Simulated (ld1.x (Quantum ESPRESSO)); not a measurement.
**Which change was made? (I, TM semilocal)**

```
Element                 : I
Generator               : ld1.x (Quantum ESPRESSO) 7.5
Type                    : norm-conserving Troullier–Martins (semilocal form)
Functional              : PBE
Relativity              : scalar-relativistic
Frozen core             : [Kr]
Valence charge          : 17
Reference configuration : 4d10 5s2 5p5
Partial waves           : 5s (bound): rc 1.55 bohr; 5p (bound): rc 2.00 bohr; 4d (bound): rc 1.25 bohr
Local potential         : the d channel
Core correction         : none
```

Cutoffs, loose and tight: the cutoffs (Ry, on a coarse ladder) from which the occupation-weighted sum of valence levels, in a spherical-Bessel basis at the reference potential, stays within 10 and 1 mRy of its value at 400 Ry. They do not see the model core or the augmentation charge, which bear on the density cutoff. Test errors are all-electron minus pseudo excitation energies from the reference, over the configurations 4d10 5s2 5p4; 4d10 5s2 5p3; 4d10 5s2 5p2; 4d10 5s1 5p5; 4d10 5s2 5p1; 4d9 5s2 5p6; 4d10 5s2 5p5.3; variants that change the core or the reference have their own tests.

The base gives: outcome: generated; cutoff, loose: 120 Ry; cutoff, tight: 180 Ry; bound ghosts: none; largest test error (meV): -306.

Task: After one change the result is: outcome: generated; cutoff, loose: 90 Ry; cutoff, tight: 160 Ry; bound ghosts: none; largest test error (meV): -114. Which change was it?
A. all radii scaled by about 0.75 (s 1.16, p 1.50, d 0.94 bohr)
B. all radii scaled by about 1.16 (s 1.80, p 2.32, d 1.46 bohr)
C. all radii scaled by about 0.84 (s 1.30, p 1.68, d 1.06 bohr)
D. all radii scaled by about 1.32 (s 2.04, p 2.64, d 1.66 bohr)

Result: D. The others give: all radii scaled by about 1.16 (s 1.80, p 2.32, d 1.46 bohr) → outcome: generated; cutoff, loose: 100 Ry; cutoff, tight: 180 Ry; bound ghosts: none; largest test error (meV): -279 | all radii scaled by about 0.84 (s 1.30, p 1.68, d 1.06 bohr) → outcome: generated; cutoff, loose: 140 Ry; cutoff, tight: 230 Ry; bound ghosts: none; largest test error (meV): +117 | all radii scaled by about 0.75 (s 1.16, p 1.50, d 0.94 bohr) → outcome: generated; cutoff, loose: 180 Ry; cutoff, tight: 260 Ry; bound ghosts: s; largest test error (meV): +1420.
